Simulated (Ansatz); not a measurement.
`C[CH2][SnH2][F]` + H₂ → `[CH3][SnH2][F]` + CH₄ at 400 K and 1 bar (hydrogenolysis of a C–C bond).

Computed with Ansatz on PBE0-D4/def2-TZVP structures; ΔE is electronic, products minus reactants. CBS: MP2 limit from def2 TZ/QZ plus the TZ coupled-cluster correction, frozen cores. This one scheme is used for every species. def2 core potentials past Kr. For Sn outer-core shells are correlated without core-valence functions, which leaves a few kJ/mol of doubt a bond. One conformer a species, not always the lowest.

```csv
species,CCSD(T)/CBS energy (Eh),H − E (kJ/mol),S (J/(mol·K))
`C[CH2][SnH2][F]`,-394.15776,243.6,385.7
H₂,-1.17544,38.0,139.0
`[CH3][SnH2][F]`,-354.90084,161.9,347.8
CH₄,-40.46206,131.3,197.2
```

H − E and S are ideal-gas, rigid-rotor, harmonic terms from PBE0-D4/def2-TZVP, for one conformer and one mirror image of each species. The MP2-based limit puts H₂ 0.8 mEh under its directly extrapolated value; such offsets cancel only in part. 1 Eh = 2625.50 kJ/mol, R = 8.31446 J/(mol·K).

By hand: ΔE, ΔH, ΔS and ΔG.

ΔE = (-354.90084) + (-40.46206) − (-394.15776) − (-1.17544) = -0.02970 Eh = -78.0 kJ/mol. Δ(H − E) = 161.9 + 131.3 − 243.6 − 38.0 = 11.6, so ΔH = -66.4 kJ/mol. ΔS = 347.8 + 197.2 − 385.7 − 139.0 = 20.3 J/(mol·K). ΔG = -66.4 − 400 × (20.3)/1000 = -74.5 kJ/mol.

By hand: the equilibrium constant, and the temperature at which ΔG would vanish if ΔH and ΔS stayed fixed.

log₁₀ K = −ΔG/(RT ln 10) = 9.7. ΔH and −TΔS have one sign here, so there is no such temperature.

ΔH outweighs TΔS. A doubt of 5 kJ/mol in ΔE shifts log₁₀ K by 0.7 here. Other conformers and mirror images would add mixing entropy, several J/(mol·K) or more a flexible species. Modes under 60 cm⁻¹, often nearly free rotors, make the harmonic entropy too high. These are equilibria of isolated gas molecules and say nothing of rates. Largest T1 diagnostic: 0.013 (customary marks: 0.02 for closed shells, 0.045 for open ones).
